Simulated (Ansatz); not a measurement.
Total energies of the cluster Si3Ge3 (the lowest singlet isomer of a short search) from Ansatz at B3LYP-D4/def2-TZVP, gas phase (1 Eh = 27.2114 eV = 2625.5 kJ/mol). The reference geometry is relaxed at PBE0-D4/def2-SVP.

```xyz
6

Si    0.163   -1.807    0.607
Si    1.524   -0.565   -1.013
Si    0.734    0.506    1.003
Ge   -0.983   -0.285   -1.049
Ge    0.206    1.929   -0.877
Ge   -1.645    0.221    1.329
```

```
                 state   geometry  energy (Eh)
      charge 0 singlet  reference  -7099.76069
      charge 1 doublet  reference  -7099.47366
free Si atom (triplet)          –   -289.39205
free Ge atom (triplet)          –  -2076.96514
```

B3LYP takes the VWN-RPA correlation.

(1) Work out the vertical ionisation energy to the doublet.

(2) What is the binding energy per atom against free atoms?

(1) E(charge 1 doublet) − E(charge 0 singlet) = -7099.47366 − (-7099.76069) = 0.28703 Eh = 7.81 eV. For comparison, −ε of the highest occupied level is 6.09 eV at this level, 1.72 eV less.

(2) Atoms: 3 × (-289.39205) + 3 × (-2076.96514) = -7099.07157 Eh. Binding: -7099.07157 − (-7099.76069) = 0.68912 Eh = 18.75 eV, or 3.13 eV for each of 6 atoms (no zero-point energy, no counterpoise term).

The restricted singlet is unstable towards broken spin symmetry in Hartree–Fock (as tested in another run); at B3LYP-D4/def2-TZVP this wasn't settled. 

The structure comes from a short search, and lower isomers may exist.
